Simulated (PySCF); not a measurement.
How exact exchange moves a shielding

Molecule: SMILES C1=[C]([Al]([F])[F])C1, C3H3AlF2.

Numbering as in the mapped SMILES `[F:1][Al:2]([F:3])[C:4]1=[CH:5][CH2:6]1`. Each H is labelled by its parent atom.

GIAO shieldings (ppm, equivalent atoms averaged) in PySCF 2.14.0 with density-fitted response routines on the PBE0-D3(BJ)/def2-SVP geometry, basis pcSseg-2, gas phase, non-relativistic:

```csv
functional,exact exchange (%),σ(F1/F3),σ(Al2),σ(C6)
BLYP,0,335.7,448.3,167.7
BP86,0,336.2,451.8,170.9
PBE,0,335.8,451.4,171.4
B3LYP,20,350.0,459.8,173.0
mPW1PW91,25,355.2,467.6,176.7
BHandHLYP,50,366.2,476.2,179.9
HF,100,387.5,504.8,190.2
```

(1) Fit each shielding as a line in the percentage of exact exchange.

(2) What does the line predict for PBE0 (25 %), and what does the run give?

## Answers

(1) σ(F1/F3) = 337.8 + 0.52 x (rms 2.5 ppm); σ(Al2) = 450.7 + 0.54 x (rms 1.9 ppm); σ(C6) = 170.1 + 0.20 x (rms 1.3 ppm). The functionals also differ in their semilocal parts, which the line can't hold; Hartree–Fock has no correlation at all.

(2) σ(F1/F3): 350.8 predicted, 354.0 computed; σ(Al2): 464.2 predicted, 466.6 computed; σ(C6): 175.1 predicted, 177.5 computed ppm.
